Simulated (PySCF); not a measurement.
C3H9BN2, SMILES C=CCB(N)N. Atoms are numbered in the order given.

```xyz
15

C      2.1842    -1.2984    -0.0461
C      1.5841    -0.1387     0.2602
C      0.5633     0.5721    -0.5752
B     -0.9384     0.3689    -0.0333
N     -1.2547    -0.8405     0.6331
N     -1.9049     1.3868    -0.2560
H      1.9993    -1.8031    -1.0008
H      2.8900    -1.7778     0.6381
H      1.8103     0.3203     1.2320
H      0.5998     0.1965    -1.6146
H      0.7949     1.6519    -0.6196
H     -2.1710    -1.0926     0.9833
H     -0.5410    -1.5429     0.7950
H     -2.8797     1.3180     0.0129
H     -1.6829     2.2509    -0.7338
```

Geometry optimised at TPSSh-D3(BJ)/def2-SVP. This is a generated structure with no PubChem entry under its InChIKey; it may be hypothetical. Other conformers were not sampled.

Computed with PBE/def2-TZVP (PySCF).

| Item | Result |
|---|---|
| total energy | -253.92006 hartree |
| highest occupied level | -5.46 eV |
| lowest empty level | -0.50 eV |
| orbital gap | 4.95 eV |
| dipole moment | 1.71 D |
| quadrupole, principal values (traceless, Buckingham form, about the centre of nuclear charge) | -5.60, 1.06, 4.54 D·Å |
| mean static polarisability | 69.6 bohr³ (10.31 Å³) |
| polarisability, principal values | 56.1, 62.8, 89.8 bohr³ |
